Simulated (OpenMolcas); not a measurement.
**Cr2+, Mo2+, W2+: d⁴ down the group**

```yaml
Program: OpenMolcas 26.06
Method: MS-CASPT2, IPEA 0.25 Eh, imaginary shift 0.1 Eh
Basis: ANO-RCC-VQZP
Scalar_Hamiltonian: DKH2, point nucleus
Spin-orbit_coupling: RASSI with atomic mean-field integrals over the reference wave functions, term energies averaged over their components
```

Active space for each ion: 4 electrons in 10 orbitals (d d); closed shells correlated by CASPT2: Cr2+ 3s 3p; Mo2+ 4s 4p; W2+ 5s 5p.

Computed levels in cm-1 above ⁵D₀:

```
                               Level   Cr2+   Mo2+    W2+
                                 ⁵D₁   68.4    243   2560
                                 ⁵D₂    203    672   4980
                                 ⁵D₃    398   1232   6930
                                 ⁵D₄    649   1888   8430
                              ³P₀(1)  16770  11370  11410
                              ³P₁(1)  17170  12610  15100
                                 ³H₄  17340  13060  14820
                                 ³H₅  17500  13650  18080
                                 ³H₆  17670  14190  19750
weight of ⁵D in the lowest level (%)    100     98     65
```

Mixed levels, with the weight of the term that names them: W2+ ⁵D₀ (65 %), W2+ ³P₀(1) (57 %), W2+ ³H₄ (58 %).

Measured, with the error of the calculation in %. Measured levels: Cr2+ from Sugar and Corliss, J. Phys. Chem. Ref. Data 6, 317 (1977); Mo2+ from Sugar and Musgrove, J. Phys. Chem. Ref. Data 17, 155 (1988); W2+ from NIST levels as listed in McCann et al., Mon. Not. R. Astron. Soc. 538, 537 (2025).

| Level | Cr2+ | Mo2+ | W2+ |
| --- | --- | --- | --- |
| ⁵D₁ | 62.2 (+10.0) | 242 (+0.3) | 2256 (+13.5) |
| ⁵D₂ | 183 (+10.6) | 668 (+0.5) | 4461 (+11.6) |
| ⁵D₃ | 357 (+11.5) | 1224 (+0.7) | 6278 (+10.4) |
| ⁵D₄ | 576 (+12.6) | 1872 (+0.8) | 7687 (+9.6) |
| ³P₀(1) | 16771 (0) | 11149 (+2.0) | 9904 (+15.2) |
| ³P₁(1) | 17169 (0) | 12510 (+0.8) | 12881 (+17.2) |
| ³H₄ | 17274 (+0.4) | 12680 (+3.0) | 13701 (+8.1) |
| ³H₅ | 17397 (+0.6) | 13276 (+2.8) |  |
| ³H₆ | 17531 (+0.8) | 13811 (+2.7) |  |

The fine-structure level ⁵D₄ changes by a factor of 13 from Cr2+ to W2+.

Without spin-orbit coupling ³P(1) lies 17130, 12230, 9220 cm-1 above ⁵D in that order; the difference to the level ³P₀(1), of either sign, comes from spin-orbit coupling, which also lowers the zero.

CASPT2 does not keep the components of a term degenerate, so their means are used; among the terms shown or strongly mixed into the levels shown the widest spread is 720 cm-1 (5d⁴ ¹I, W2+). Over all roots computed the reference weight is 0.88 to 0.95 in W2+; the roots of lowest weight are the least certain, and an intruder state may touch them. The CASPT2 spread within a term exceeds the gap to the next term for 3d⁴ ³P(1) and 3d⁴ ³H, so the order of their levels is uncertain (figures for Cr2+; the like holds for Mo2+, W2+). Active for correlation alone: 4d; no level in the range computed is led by a configuration that fills it, so any true level of that kind is missing (holds for Cr2+). Active for correlation alone: 5d; no level in the range computed is led by a configuration that fills it, so any true level of that kind is missing (holds for Mo2+). Active for correlation alone: 6d; no level in the range computed is led by a configuration that fills it, so any true level of that kind is missing (holds for W2+). Some terms miss by over 15 % even with CASPT2, which points to a basis or an active space too small for the shells correlated (holds for W2+). Computed and measured levels are paired by configuration, term and J; levels that our copy of the source lacks, or whose pairing is in doubt (as where it misses far off the trend of its configuration), stay unpaired and out of the deviations. Levels of configurations outside the active space are missing.

A number in round brackets counts repeated terms of one configuration in the order of the reference energies.
